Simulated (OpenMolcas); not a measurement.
## neutral sulfur: CASPT2 settings compared

```
Program             : OpenMolcas 26.06
Basis               : ANO-RCC-VDZ [4s3p]
Scalar Hamiltonian  : DKH2, point nucleus
Active space        : 6 electrons in 4 orbitals (3s 3p)
State averaging     : 2S+1 = 3 even, 3 roots; 2S+1 = 1 even, 6 roots
Spin-orbit coupling : RASSI with atomic mean-field integrals over the reference wave functions, term energies averaged over their components
```

Methods on the same reference wave functions:
A. CASSCF
B. XMS-CASPT2, IPEA 0.3 Eh, no level shift (closed shells correlated: 2s 2p)
C. XMS-CASPT2, IPEA 0.6 Eh, no level shift (closed shells correlated: 2s 2p)

Energies in cm-1 above 3s2 3p4 3P2, the measured ground level; measured values from NIST Handbook of Basic Atomic Spectroscopic Data.

```json
{"Level": "3s2 3p4 3P2", "A": "0.0", "B": "0.0", "C": "0.0", "Measured": "0.0"}
{"Level": "3s2 3p4 3P1", "A": "371", "B": "371", "C": "371", "Measured": "396"}
{"Level": "3s2 3p4 3P0", "A": "541", "B": "541", "C": "541", "Measured": "574"}
{"Level": "3s2 3p4 1D2", "A": "11713", "B": "11560", "C": "11550", "Measured": "9239"}
{"Level": "3s2 3p4 1S0", "A": "21432", "B": "20790", "C": "20900", "Measured": "22180"}
```

Deviations, from unrounded energies. A percentage is the sum of absolute deviations over the sum of measured energies, with the sign that they share, or ± where signs differ.

```tsv
Against measurement	Levels	A	B	C
mean absolute deviation (cm-1)	4	820	940	910
fine structure of the ground term (%)	2	-5.9	-5.9	-5.9
other terms of the ground configuration (%)	2	±10.3	±11.8	±11.4
```

A lies closest to measurement on these levels and B furthest from it. The largest miss of A in the table is 3s2 3p4 1D2, by +2500 cm-1. The ranking rests on the paired levels alone, and a cruder setting can come out closer through cancelling errors.

Between B and C the level of the table that moves most is 3s2 3p4 1S0, by 120 cm-1 (lowest in B, highest in C). Moves below CASPT2's spread within the term are not significant.

The mean deviations of B to C differ by less than CASPT2's widest spread within a term (210 cm-1), so their order carries little weight.

From A to B the spin-free energies of the other terms of 3s2 3p4 shown, above 3P, scale by factors of 0.97 to 0.99.

The lowest spin-free term lies below A's lowest term by 0.021 hartree in B, 0.020 hartree in C.

CASPT2 breaks the degeneracy within a term, and the mean is taken; among the terms shown or strongly mixed into the levels shown the widest spread is 210 cm-1 (3s2 3p4 1D, C). Without dynamic correlation excited terms often stand tens of per cent too high (terms of higher spin than the ground term too low), and those without a measured partner can miss by more than the paired ones (holds for A). Some terms miss by over 15 % even with CASPT2, which points to a basis or an active space too small for the shells correlated (holds for B; C). Computed and measured levels are paired by configuration, term and J; levels that our copy of the source lacks, or whose pairing is in doubt (as where it misses far off the trend of its configuration), stay unpaired and out of the deviations. Levels of configurations outside the active space are missing.
